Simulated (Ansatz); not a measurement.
Consider the redistribution: `CB(N)[SiH2]C#N` + `C#CC=[Se]` → `CB(N)C=[Se]` + `C#C[SiH2]C#N`.

Gas-phase electronic energies from Ansatz, PBE0-D4/def2-TZVP geometries. CBS: MP2 limit from def2 TZ/QZ plus the TZ coupled-cluster correction, frozen cores. DFT in def2-TZVPP. B3LYP here is the variant with VWN-RPA as its local correlation; programs differ in this. For Se outer-core shells are correlated without core-valence functions, which leaves a few kJ/mol of doubt a bond. Scalar relativity is left out up to krypton. One conformer a species, not always the lowest.

```tsv
level	ΔE (kJ/mol)	difference from CCSD(T)/CBS
PBE-D4	-29.5	34.0
r2SCAN-D4	-41.9	21.6
PBE0-D4	-38.9	24.6
B3LYP-D4	-45.5	18.0
ωB97X-V	-55.2	8.3
ωB97M-V	-60.2	3.3
B2PLYP	-54.6	8.9
PBE	-29.3	34.2
r2SCAN	-42.0	21.5
PBE0	-38.8	24.7
B3LYP	-45.0	18.5
HF/def2-TZVPP	-73.1	-9.6
MP2/def2-TZVPP	-63.6	-0.1
SCS-MP2/def2-TZVPP	-67.1	-3.6
CCSD/def2-TZVPP	-64.7	-1.2
CCSD(T)/def2-TZVPP	-61.1	2.4
HF/def2-QZVPP	-73.6	-10.1
MP2/def2-QZVPP	-65.2	-1.7
SCS-MP2/def2-QZVPP	-68.8	-5.3
HF/CBS(def2)	-73.7	-10.2
MP2/CBS(def2)	-66.0	-2.5
CCSD/CBS(def2)	-67.1	-3.6
CCSD(T)/CBS	-63.5	0
```

Largest T1 diagnostic among the species: 0.016.

From PBE to PBE0 (25 % exact exchange), in def2-TZVPP and without D4, ΔE moves by −9.6 kJ/mol. In def2-TZVPP, CCSD(T) changes the Hartree–Fock value by +12.0 kJ/mol (the triples alone add +3.7 kJ/mol) and MP2 by +9.5 kJ/mol.
